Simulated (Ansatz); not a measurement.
F5V, charge -1, doublet, at a GFN2-xTB geometry (such geometries of metal compounds can be far from the true shape) (the multiplicity is a formal guess) (a gas-phase anion, which may not be bound at this level); BLYP/6-31G run with Ansatz (a first-principles code).

Ansatz was given this input:
Ansatz 0.2 input:
```yaml
crystal:
  periodic: [false, false, false]
  atoms:
    - {symbol: V, position_ang: [-0.04400131, 0.01663106, 0.05716659]}
    - {symbol: F, position_ang: [1.15069488, -0.70721391, 1.22506816]}
    - {symbol: F, position_ang: [-1.27335509, 0.75357547, -1.06570778]}
    - {symbol: F, position_ang: [0.30892726, 1.53062156, 0.64915148]}
    - {symbol: F, position_ang: [1.02144574, -0.38607311, -1.32706432]}
    - {symbol: F, position_ang: [-1.09526499, -1.23341159, 0.37246005]}
basis:
  gaussian:
    orbitals: 6-31G
hamiltonian:
  xc: blyp
total_charge: -1
magnetization: {spin_polarized: true, initial_magnetization: 1}
```

**Question.** What does Ansatz print? Leave out banner, timings and long lists.

**Answer.** 
```
Functional definition: BLYP
914 factors; their error is unknown
mean field evaluation 1: about -39271.5982 eV, gradient 3.7e1 eV
mean field evaluation 2: about -38808.5519 eV, gradient 3.5e2 eV
mean field evaluation 4: about -39273.4608 eV, gradient 3.3e1 eV
mean field evaluation 8: about -39276.9437 eV, gradient 6.5e-1 eV
mean field evaluation 16: about -39276.8921 eV, gradient 5.1e-5 eV
mean field evaluation 32: about -39275.6504 eV, gradient 7.8e0 eV
mean field evaluation 64: about -39275.7019 eV, gradient 9.9e-1 eV
mean field -39276.89208436 eV, -1443.3991612665 hartree, gradient 9.9e-6 eV, S^2 0.752591; 12 other end points of the search recorded, 0 dependent functions left out
reference -39276.89242764 eV, -1443.3991738819 hartree; 35, 34 occupied and 39, 40 virtual orbitals, 914 factors
Total energy: -39276.89242764 eV, -1443.3991738819 hartree
```
